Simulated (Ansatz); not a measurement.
H₅Si₂ (SMILES [SiH2][SiH3]), doublet, geometry from GFN2-xTB. Base run: PBE0/6-311G** (Ansatz, an electronic-structure program).

Input for Ansatz:
Ansatz 0.2 input:
```yaml
crystal:
  periodic: [false, false, false]
  atoms:
    - {symbol: Si, position_ang: [-0.00694582, 0.01102555, 1.17502224]}
    - {symbol: Si, position_ang: [0.00576956, 0.03676145, -1.09538941]}
    - {symbol: H, position_ang: [-1.16877904, -0.49195748, 1.91168064]}
    - {symbol: H, position_ang: [1.16087215, -0.45701581, 1.92512387]}
    - {symbol: H, position_ang: [0.02916079, -1.24194353, -1.82537250]}
    - {symbol: H, position_ang: [-1.19026257, 0.74313294, -1.57000039]}
    - {symbol: H, position_ang: [1.18547634, 0.77876587, -1.55629122]}
basis:
  gaussian:
    orbitals: 6-311G__.json
hamiltonian:
  xc: pbe0
magnetization: {spin_polarized: true, initial_magnetization: 1}
```
The basis file holds 6-311G** in the JSON format of the Basis Set Exchange.

Each row names what was changed in the base input (with any setting that the change needs).

| change | ΔE vs base (kcal/mol) |
|---|---|
| base | 0.000 |
| final_grid = 14, 28, 59 | 0.000 |
| lower_state_search = off | 0.000 |
| fitting.mean_field = def2-universal-JKFIT | -0.035 |
| forces = on | 0.000 |
| point_charge = charge:1.0 position_ang:-0.0666, 3.2513, 4.0988 | -2.96 |
| final_grid = 6, 12, 29 | -0.001 |
| lower_state_search = light | 0.000 |
| final_grid = 4, 8, 17 | -0.043 |
| accuracy = high | -0.001 |
| nuclear_model = gaussian | 0.217 |
